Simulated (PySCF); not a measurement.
## Working out the ionisation energy of Se¹⁹⁺

Se¹⁹⁺ [Ne] 3s2 3p3 (4S) → Se²⁰⁺ [Ne] 3s2 3p2 (3P). Computed with PySCF 2.14 in an even-tempered Gaussian basis (18 s from 1.9 bohr⁻², ratio 2.5; 12 p from 2.4 bohr⁻², ratio 2.5; 5 d from 11 bohr⁻², ratio 2.7; 4 f from 17 bohr⁻², ratio 2.7), with the spin-free X2C one-electron Hamiltonian (Gaussian nucleus). Frozen: 1s2; the 22 highest virtual orbitals dropped. Energies in hartree (1 hartree = 27.21139 eV):

```
             part  Se¹⁹⁺ (lower)  Se²⁰⁺ (upper)
              UHF   -2223.162214   -2193.915289
MP2 opposite-spin      -0.352159      -0.346261
    MP2 same-spin      -0.134157      -0.118395
```

Problem. What does Hartree-Fock give?

Solution. (-2193.915289) − (-2223.162214) = 29.246925 hartree = 795.849 eV.

Problem. What do MP2 and SCS-MP2 (6/5 opposite-spin, 1/3 same-spin) give?

Solution. The opposite-spin parts differ by 0.160 eV and the same-spin parts by 0.429 eV. MP2: 795.849 + (0.160) + (0.429) = 796.438 eV. SCS-MP2: 795.849 + 1.2 × (0.160) + (0.429)/3 = 796.184 eV.

Reference: 798 ± 3 eV (semi-empirical (NIST evaluation); NIST Atomic Spectra Database, ionization energies), between the lowest levels; spin-orbit coupling is absent from the calculation.

What remains against the reference includes basis incompleteness, the frozen core and correlation beyond second order.
